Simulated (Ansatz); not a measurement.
Reaction (formal loss of a carbene): `C#[C][Al]([CH3])[CH3]` → `C#[C][AlH][CH3]` + `[CH2]` (triplet)

Isolated molecules relaxed with PBE0-D4/def2-TZVP in Ansatz; ΔE leaves out vibrations. CBS: MP2 limit from def2 TZ/QZ plus the TZ coupled-cluster correction, frozen cores. This one scheme is used for every species. Triplets are unrestricted, without spin–orbit coupling.

```
                species  MP2/CBS(def2) energy (Eh)
`C#[C][Al]([CH3])[CH3]`                 -398.33042
      `C#[C][AlH][CH3]`                 -359.06898
      `[CH2]` (triplet)                  -39.07245
```

Q: Work out ΔE.

A: ΔE = (-359.06898) + (-39.07245) − (-398.33042) = 0.18899 Eh = +496.2 kJ/mol. CCSD(T)/CBS gives +481.5 kJ/mol.

Largest T1 diagnostic among the species: 0.012.

The D4 term adds +8.5 kJ/mol with B3LYP and +4.8 kJ/mol with PBE0; it sums over pairs of atoms, weighted by their polarisabilities, and B3LYP, whose exchange is more repulsive, gets the larger term. Leaving LDA and LC-ωPBE aside and taking each functional with its dispersion term where it has one, the values, not all of them listed here, spread over 32.0 kJ/mol, from r2SCAN0-D4 to ωB97X-V. LDA lies +69.5 kJ/mol from PBE without D4. From PBE to PBE0 (25 % exact exchange), in def2-TZVPP and without D4, ΔE moves by −8.7 kJ/mol.

B3LYP here is the variant with VWN-RPA as its local correlation; programs differ in this.
